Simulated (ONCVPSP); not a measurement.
# What the settings do to the ONCV potential of Ni

Base potential:

* Element: nickel
* Generator: ONCVPSP 4.0.1
* Type: optimised norm-conserving Vanderbilt (ONCV)
* Functional: LDA (Perdew-Zunger)
* Relativity: scalar-relativistic
* Frozen core: [Ne]
* Valence charge: 18
* Reference configuration: 3s2 3p6 3d8 4s2
* Partial waves: 3s+4s: rc 1.30 bohr, ncon 4, nbas 7, qcut 7.9 1/bohr, 2 projectors; 3p: rc 0.75 bohr, ncon 3, nbas 7, qcut 12.5 1/bohr, 3 projectors, debl 1.4 Ha; 3d: rc 1.40 bohr, ncon 4, nbas 9, qcut 13 1/bohr, 3 projectors, debl 2.6 Ha
* Local potential: polynomial inside 0.60 bohr (lpopt 5, dvloc0 0 Ha)
* Core correction: none

In the p channel the program set the typed energies aside and used -2.619, 0.250, 1.650 Ha.

All-electron outer shells of the reference configuration (LDA (Perdew-Zunger), scalar-relativistic, ld1.x):

```csv
shell,level (eV),outermost node (bohr),outermost maximum (bohr)
2p,-844.17,–,0.16
3s,-110.50,0.30,0.64
3p,-71.26,0.27,0.65
3d,-9.14,–,0.63
4s,-5.87,0.92,2.21
```

Cutoffs, loose and tight: the cutoffs (Ha) at which the residual kinetic energy of the hardest occupied pseudo-wave falls to 1 and 0.1 mHa per electron. They do not see the model core or the augmentation charge, which bear on the density cutoff. Test errors are all-electron minus pseudo excitation energies from the reference, over the configurations 3s2 3p6 3d8 4s1; 3s2 3p6 3d8 4s0; 3s2 3p6 3d7 4s0; 3s2 3p6 3d8 4s0 4p1. A dash means not determined; rows that change the core or the reference have their own tests.

```csv
change,outcome,"cutoff, loose","cutoff, tight",bound ghosts,GHOST(+) flags above zero,largest test error (meV)
base,"generated, projector energies reset by the program",60 Ha,116 Ha,none,"s, p",+4.7
"local potential polynomial inside 0.60 bohr (lpopt 5, dvloc0 -2.5 Ha)","generated, projector energies reset by the program",60 Ha,116 Ha,none,"s, p",+4.7
"local potential polynomial inside 0.60 bohr (lpopt 5, dvloc0 -0.5 Ha)","generated, projector energies reset by the program",60 Ha,116 Ha,none,"s, p",+4.7
"local potential polynomial inside 0.60 bohr (lpopt 5, dvloc0 2 Ha)","generated, projector energies reset by the program",60 Ha,116 Ha,none,"s, p",+4.8
"local potential polynomial inside 0.60 bohr (lpopt 5, dvloc0 2.5 Ha)","generated, projector energies reset by the program",60 Ha,116 Ha,none,"s, p",+4.8
"local potential polynomial inside 0.60 bohr (lpopt 5, dvloc0 4 Ha)","generated, projector energies reset by the program",60 Ha,116 Ha,none,"s, p, d",+5.1
"local potential polynomial inside 0.60 bohr (lpopt 5, dvloc0 6 Ha)","generated, projector energies reset by the program",60 Ha,116 Ha,none,p,+3.9
"local potential polynomial inside 0.60 bohr (lpopt 5, dvloc0 6.5 Ha)","generated, projector energies reset by the program",60 Ha,116 Ha,none,p,+4.1
"local potential polynomial inside 0.60 bohr (lpopt 5, dvloc0 7.5 Ha)","generated, projector energies reset by the program",60 Ha,116 Ha,none,p,+4.3
"local potential polynomial inside 0.60 bohr (lpopt 5, dvloc0 9.5 Ha)","generated, projector energies reset by the program",60 Ha,116 Ha,none,p,+4.4
```

Reading the sweep of the dvloc0 (base included, trends over the rows without a ghost): The loose cutoff stays near 60 Ha. The median size of the test errors (rows with all tests solved) stays near 2.5 meV.
